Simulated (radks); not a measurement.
Q: All-electron atom: Dy in [Xe] 4f10 6s2. Method: Dirac Kohn-Sham, LDA (Slater exchange, Perdew-Wang correlation), spin-unpolarised, spherical densities, point nucleus; open shells are shared between the two j in proportion to 2j + 1; computed with a radial shooting solver on a logarithmic mesh with Libxc functionals. Some entries of the table are withheld. Estimate them.

orbital     occ.  eigenvalue (hartree)  <r^2> (bohr^2)
1s1/2          2             -1968.051       0.0006101
2s1/2          2             -327.5926             (1)
2p1/2          2             -311.6587        0.006851
2p3/2          4             -282.2839        0.008077
3s1/2          2             -72.89758         0.06289
3p1/2          2             -65.93533         0.05835
3p3/2          4             -59.83743         0.06532
3d3/2          4             -47.83404         0.05175
3d5/2          6             -46.50123         0.05369
4s1/2          2             -14.39772             (2)
4p1/2          2             -11.65278          0.3328
4p3/2          4             -10.28292          0.3718
4d3/2          4              -5.75636          0.4237
4d5/2          6              -5.50834          0.4391
5s1/2          2              -1.80011             (3)
5p1/2          2              -1.05976           2.476
5p3/2          4              -0.88579           2.867
6s1/2          2              -0.14321           18.78
4f5/2    4.28571              -0.14017             (4)
4f7/2    5.71429              -0.10783             (5)

A: 
(1) 2s1/2 <r^2> (bohr^2): 0.009471
(2) 4s1/2 <r^2> (bohr^2): 0.3176
(3) 5s1/2 <r^2> (bohr^2): 1.910
(4) 4f5/2 <r^2> (bohr^2): 1.055
(5) 4f7/2 <r^2> (bohr^2): 1.129
